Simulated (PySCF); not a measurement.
## Heteronuclear NMR

Structure with atom numbers: `[CH3:1][O:2][Si@:3]([NH2:4])([C:5]#[N:6])[SiH2:7][C:8]#[N:9]`. Each H is labelled by its parent atom. Ha(Si7) is pro-R; Hb(Si7) is pro-S.

PySCF calculation with σ from GIAO-PBE0/pcSseg-1 and geometry: GFN2-xTB; isolated molecule, relativity neglected, one conformer, averaged over atoms made equivalent by symmetry, fast rotation or ring inversion.

**Question.** Predict the 29Si NMR data.

**Answer.** 
```csv
atoms,environment,σ (ppm),δ (ppm)
Si3,"silicon bonded to C, N, O, Si",394.1,-44.0
Si7,"silicon bonded to C, Si, 2 H",458.0,-96.5
```

Shieldings were converted by a linear fit to measured shifts: 29Si (scatter 8.9 ppm rms, 25.8 ppm with the 6 outliers that the fit left out vs TMS, solution or neat liquid). A few per cent of atoms miss by over 2 rms, more outside the fitted compound classes.

On a 500 MHz spectrometer 29Si resonates near 99.3 MHz, so 1 ppm is 99.3 Hz.

**Question.** What are the 15N shifts?

**Answer.** 
```json
{"atoms": "N9", "environment": "nitrile nitrogen", "σ (ppm)": "-103.0", "δ (ppm)": "-53.2"}
{"atoms": "N6", "environment": "nitrile nitrogen", "σ (ppm)": "-87.1", "δ (ppm)": "-67.8"}
{"atoms": "N4", "environment": "nitrogen bonded to Si, 2 H", "σ (ppm)": "236.4", "δ (ppm)": "-365.9"}
```

Shieldings were converted by a linear fit to measured shifts: 15N: δ = -148.07 − 0.921σ (rms 6.3 ppm, 71 shifts vs CH3NO2, solution or neat liquid). A few per cent of atoms miss by over 2 rms, more outside the fitted compound classes.

On a 400 MHz spectrometer 15N resonates near 40.5 MHz, so 1 ppm is 40.5 Hz.

**Question.** Predict the 17O NMR data.

**Answer.** 
```csv
atoms,environment,σ (ppm),δ (ppm)
O2,"oxygen bonded to C, Si",303.3,-9.5
```

Shieldings were converted by a linear fit to measured shifts: 17O: δ = 266.70 − 0.911σ (rms 10.7 ppm, 155 shifts, 12.2 ppm with the 3 outliers that the fit left out vs liquid water, solution or neat liquid). Occasional misses reach two or three times the rms, and more in compound classes unlike the fitted ones.

On a 500 MHz spectrometer 17O resonates near 67.8 MHz, so 1 ppm is 67.8 Hz.
